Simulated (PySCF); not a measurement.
Compound: BF3.
Numbering: `[F:1][B:2]([F:3])[F:4]`

Computed by this run: PySCF 2.14.0, PBE0-D3(BJ)/def2-SVP geometry optimisation, gas phase; density fitting, grid level 1; the optimiser is geomeTRIC in internal coordinates, started from a GFN2-xTB structure with every atom displaced at random (about 0.01 Å).

Step 1: E = -8816.3394 eV
```
atom  x, y, z in Å  |  force x, y, z in eV/Å
F1     -1.0596   -0.6772    0.6826    0.232  -0.020   0.007
B2      0.0449   -0.0744    0.2997   -0.130  -0.149   0.116
F3      1.2176   -0.5214    0.6897   -0.222   0.111  -0.091
F4     -0.0439    0.9782   -0.4735    0.121   0.059  -0.032
```

Step 2: E = -8816.3412 eV
```
atom  x, y, z in Å  |  force x, y, z in eV/Å
F1     -1.0506   -0.6861    0.6884    0.007   0.071  -0.045
B2      0.0403   -0.0689    0.2989   -0.061  -0.169   0.059
F3      1.2059   -0.5231    0.6891    0.045   0.104  -0.046
F4     -0.0366    0.9832   -0.4779    0.008  -0.005   0.032
```

Task: Estimate the geometry and energy of step 3. (The exact step hangs on the optimiser's Hessian estimate; all steps are aligned on step 2, rigid shifts and turns removed.)

Result: E = -8816.3421 eV, largest force 0.151 eV/Å
```
atom  x, y, z in Å  |  force x, y, z in eV/Å
F1     -1.0552   -0.6834    0.6901   -0.002  -0.033  -0.049
B2      0.0379   -0.0786    0.2944   -0.005   0.117   0.095
F3      1.2076   -0.5142    0.6865    0.075  -0.075   0.001
F4     -0.0313    0.9814   -0.4725   -0.068  -0.009  -0.048
```

The energy changes by -0.0008 eV. The first-order estimate −F·Δx gives -0.0030 eV and the mean of the old and new forces, exact on a quadratic surface, 0.0000 eV. The step makes an angle of 45° with the force vector and moves no atom by more than 0.011 Å.

The cost below is that of the whole optimisation. Time: 8.2 s of wall time; peak memory 0.28 GiB. Hardware: one thread, Arm Neoverse V1 (aarch64), no GPU, shared host.
